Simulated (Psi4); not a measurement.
H4B (SMILES [BH4-]), charge -1, singlet, at a GFN2-xTB geometry (a gas-phase anion, which may not be bound at this level). Base run: HF/cc-pVDZ in Psi4 1.11.

Here is a job for Psi4.
```
memory 2 GB

molecule {
-1 1
B     0.00000000    0.00000000    0.00000000
H    -0.78935573   -0.82329958   -0.45703408
H     0.16226976   -0.21027872    1.19968171
H    -0.45033333    1.13195784   -0.16017538
H     1.07741931   -0.09837954   -0.58247225
}

set {
  basis cc-pvdz
}

energy('scf')
print_variables()
```

Each row names what was changed in the base input (with any setting that the change needs).

```tsv
change	ΔE vs base (mEh)	SCF cycles	basis functions	outcome
base	0.000	6	34	converged
cholesky_tolerance = 1e-3 (with scf_type cd)	0.095	6	34	converged
damping_percentage = 50	-	-	34	not converged
level_shift = 0.3	0.000	6	34	converged
d_convergence = 1e-4	0.000	6	34	converged
scf_type = cd	-0.030	6	34	converged
e_convergence = 1e-4	0.000	6	34	converged
puream = false	-0.085	6	35	converged
df_basis_scf = cc-pvtz-jkfit	0.002	6	34	converged
d_convergence = 1e-10	0.000	10	34	converged
scf_type = direct	0.000	8	34	converged
scf_type = dfdirj+link	-0.025	6	34	converged
basis_guess = true	0.000	5	34	converged
```

A gas-phase anion may not be bound at this level; its values then depend on the basis.
